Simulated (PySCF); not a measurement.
## Working out the ionisation energy of Ru

Ru [Kr] 4d7 5s1 (5F) → Ru⁺ [Kr] 4d7 (4F). All numbers are calculated (PySCF 2.14, scalar relativity by spin-free X2C-1e, in x2c-TZVPPall (8s6p6d2f1g, 79 functions)). Frozen: [Ar] 3d10. Energies in hartree (1 hartree = 27.21139 eV):

```csv
part,Ru (lower),Ru⁺ (upper)
UHF,-4527.989617,-4527.758220
CCSD correlation,-0.478568,-0.446943
(T),-0.014809,-0.011842
```

Problem. What does Hartree-Fock give?

Solution. (-4527.758220) − (-4527.989617) = 0.231397 hartree = 6.297 eV.

Problem. What do CCSD and CCSD(T) give?

Solution. The CCSD correlation energies differ by 0.031625 hartree = 0.861 eV and the triples by 0.002967 hartree = 0.081 eV, so CCSD gives 7.158 eV and CCSD(T) 7.239 eV.

Measured between the centres of the two terms (NIST): 7.365 eV, so CCSD(T) (valence and next inner shell) is off by -0.126 eV.

What remains against the reference includes basis incompleteness, the frozen core and higher excitations.
